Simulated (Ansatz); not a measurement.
F2Se (SMILES F[Se]F) moved off its minimum; all values from Ansatz (a program for electronic structure), cores frozen in correlated methods.
(charge 0, multiplicity 1)
```xyz
3

Se     0.0240    -0.0093     0.3523
F      0.5628     1.2457    -0.7606
F     -0.7849    -1.1580    -0.7550
```

Forces at MP2/aug-cc-pVTZ (eV/Å):

```csv
atom,Fx,Fy,Fz
Se1,-0.304,-0.338,-0.772
F2,-0.309,-0.607,0.215
F3,0.613,0.945,0.557
```

Give the forces (eV/Å), the total energy and the dipole at CCSD(T)/aug-cc-pVTZ.


```tsv
atom	Fx	Fy	Fz
Se1	-0.294	-0.341	-0.692
F2	-0.309	-0.597	0.175
F3	0.603	0.937	0.517
```
Energy -2599.5081 hartree, dipole 1.97 D.
